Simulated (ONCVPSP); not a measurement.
Transferability test, ONCV potential for oxygen

* Element: oxygen
* Generator: ONCVPSP 4.0.1
* Type: optimised norm-conserving Vanderbilt (ONCV)
* Functional: PBE
* Relativity: fully relativistic
* Frozen core: [He]
* Valence charge: 6
* Reference configuration: 2s2 2p4
* Partial waves: 2s: rc 0.85 bohr, ncon 5, nbas 9, qcut 8.1 1/bohr, 2 projectors, debl 2.3 Ha; 2p: rc 2.20 bohr, ncon 4, nbas 8, qcut 7 1/bohr, 2 projectors, debl 1 Ha; d scattering state at 0.19 Ha: rc 2.10 bohr, ncon 4, nbas 7, qcut 5.1 1/bohr, 2 projectors, debl 2 Ha
* Local potential: polynomial inside 0.55 bohr (lpopt 5, dvloc0 0 Ha)
* Core correction: Teter function, fcfact 4.5, rcfact 1.75

Open shells are filled in proportion to 2j + 1.

Energies are relative to the spin-unpolarised reference configuration 2s2 2p4; without spin polarisation the order of configurations can differ from experiment.

| valence configuration | charge | ΔE all-electron (eV) | error AE − PS (meV) |
| --- | --- | --- | --- |
| 2s2 2p3 | +1 | 16.431 | +148 |
| 2s2 2p2 | +2 | 50.017 | +1026 |
| 2s2 2p1 | +3 | 103.885 | +3483 |
| 2s2 2p0 | +4 | 180.790 | +8572 |

Levels in the configuration 2s2 2p1:

```json
{"level": "2s j=1/2", "all-electron (eV)": "-79.489", "pseudo (eV)": "-77.799"}
{"level": "2p j=3/2", "all-electron (eV)": "-64.935", "pseudo (eV)": "-61.353"}
{"level": "2p j=1/2", "all-electron (eV)": "-64.997", "pseudo (eV)": "-61.406"}
```

Note: ghosts flagged at negative energy: d5/2 at -73.1 eV, d3/2 at -65.1 eV; no localised positive-energy state flagged. A true bound ghost makes a file unfit for plane-wave use.
